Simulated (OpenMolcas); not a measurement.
# Ni7+, Pd7+, Pt7+: d3 down the group

```
Program             : OpenMolcas 26.06
Method              : CASSCF
Basis               : ANO-RCC-VQZP
Scalar Hamiltonian  : DKH2, point nucleus
Spin-orbit coupling : RASSI with atomic mean-field integrals over the reference wave functions, term energies averaged over their components
```

Active space for each ion: 3 electrons in 5 orbitals (d).

Computed levels in cm-1 above 4F 3/2:

```json
{"Level": "4F 5/2", "Ni7+": "939", "Pd7+": "2234", "Pt7+": "9296"}
{"Level": "4F 7/2", "Ni7+": "2190", "Pd7+": "4893", "Pt7+": "16501"}
{"Level": "4F 9/2", "Ni7+": "3699", "Pd7+": "7724", "Pt7+": "20918"}
{"Level": "4P 1/2", "Ni7+": "28323", "Pd7+": "19946", "Pt7+": "24350"}
{"Level": "2G 7/2", "Ni7+": "29457", "Pd7+": "22711", "Pt7+": "32825"}
{"Level": "4P 5/2", "Ni7+": "29824", "Pd7+": "23357", "Pt7+": "35257"}
{"Level": "2G 9/2", "Ni7+": "30608", "Pd7+": "23882", "Pt7+": "52819"}
{"Level": "2P 3/2", "Ni7+": "38618", "Pd7+": "36040", "Pt7+": "58673"}
{"Level": "2P 1/2", "Ni7+": "38693", "Pd7+": "29550", "Pt7+": "42607"}
{"Level": "weight of 4F in the lowest level (%)", "Ni7+": "100", "Pd7+": "98", "Pt7+": "81"}
```

Mixed levels, with the weight of the term that names them: Ni7+ 2P 3/2 (66 %), Pd7+ 2G 9/2 (64 %), Pd7+ 2P 3/2 (53 %), Pt7+ 4F 9/2 (53 %), Pt7+ 4P 1/2 (72 %), Pt7+ 2G 9/2 (59 %), Pt7+ 2P 3/2 (58 %), Pt7+ 2P 1/2 (72 %).

Measured, with the error of the calculation in %. Measured levels: Ni7+ from Corliss and Sugar, J. Phys. Chem. Ref. Data 10, 197 (1981).

```csv
Level,Ni7+
4F 5/2,1012 (-7.2)
4F 7/2,2184 (+0.3)
4F 9/2,3721 (-0.6)
4P 1/2,23261 (+21.8)
4P 5/2,24669 (+20.9)
```

The fine-structure level 4F 9/2 changes by a factor of 5.66 from Ni7+ to Pt7+.

Without spin-orbit coupling 4P lies 27145, 17515, 15621 cm-1 above 4F in that order; the difference to the level 4P 1/2, of either sign, comes from spin-orbit coupling, which also lowers the zero.

Without dynamic correlation excited terms often stand tens of per cent too high (terms of higher spin than the ground term too low), and those without a measured partner can miss by more than the paired ones. Computed and measured levels are paired by configuration, term and J; levels that our copy of the source lacks, or whose pairing is in doubt (as where it misses far off the trend of its configuration), stay unpaired and out of the deviations. Only configurations of the active space appear.
